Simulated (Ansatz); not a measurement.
`O[SiH](O)[SiH2]Cl` + ethylene → `C=C[SiH2][SiH](O)O` + HCl  (formal exchange of groups at the Si–Cl bond)

Calculated with Ansatz (gas phase, PBE0-D4/def2-TZVP geometries, no zero-point term in ΔE). CCSD(T)/CBS adds triple-zeta CCSD(T) − MP2 to the extrapolated MP2 energy (def2 sets, frozen cores). This one scheme is used for every species. Functionals use def2-TZVPP. B3LYP here is the variant with VWN-RPA as its local correlation; programs differ in this. Each species was taken in one conformer, which may not be the lowest.

```
             level  ΔE (kJ/mol)  difference from CCSD(T)/CBS
            PBE-D4         83.8                         -6.3
          B3LYP-D4         90.3                          0.2
           ωB97X-V         90.6                          0.5
            r2SCAN         92.4                          2.3
     HF/def2-TZVPP        109.1                         19.0
    MP2/def2-TZVPP         87.7                         -2.4
SCS-MP2/def2-TZVPP         89.9                         -0.2
     HF/def2-QZVPP        109.9                         19.8
      HF/CBS(def2)        110.0                         19.9
    CCSD/CBS(def2)         93.4                          3.3
       CCSD(T)/CBS         90.1                            0
```

Largest T1 diagnostic among the species: 0.013.

In def2-TZVPP, CCSD(T) changes the Hartree–Fock value by −24.6 kJ/mol (the triples alone add −3.3 kJ/mol) and MP2 by −21.4 kJ/mol. The D4 term adds −6.1 kJ/mol with B3LYP and −3.7 kJ/mol with PBE0; it sums over pairs of atoms, weighted by their polarisabilities, and B3LYP, whose exchange is more repulsive, gets the larger term.
